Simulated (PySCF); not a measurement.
# How methods differ on the fine-structure interval of Ga

Ga [Ar] 3d10 4s2 4p1 [4p1/2^1, M_J = 1/2] → Ga [Ar] 3d10 4s2 4p1 [4p3/2^1, M_J = 3/2], as a difference of total energies. All numbers are calculated (PySCF 2.14, the two-component X2C-1e Hamiltonian, in x2c-TZVPall-2c (6s7p4d1f, 54 functions)). Correlated levels: [Ne] frozen. "Screened" scales the spin-orbit matrix elements by Boettger's factors to mimic the two-electron term; Breit and QED terms are absent.

| method | fine-structure interval (cm⁻¹) |
| --- | --- |
| GHF (screened spin-orbit) | 1480.3 |
| GMP2 (screened spin-orbit) | 733.80 |
| GHF (bare spin-orbit) | 1524.2 |

Errors of the correlated levels include the incompleteness of this basis and the frozen core.

GHF and GMP2 differ strongly here because the two determinants are spin-polarised to different degrees; the interval is a small difference of such terms.

For comparison: 826.19 cm⁻¹ (measured; NIST Handbook of Basic Atomic Spectroscopic Data (Sansonetti and Martin, J. Phys. Chem. Ref. Data 34, 1559 (2005))).
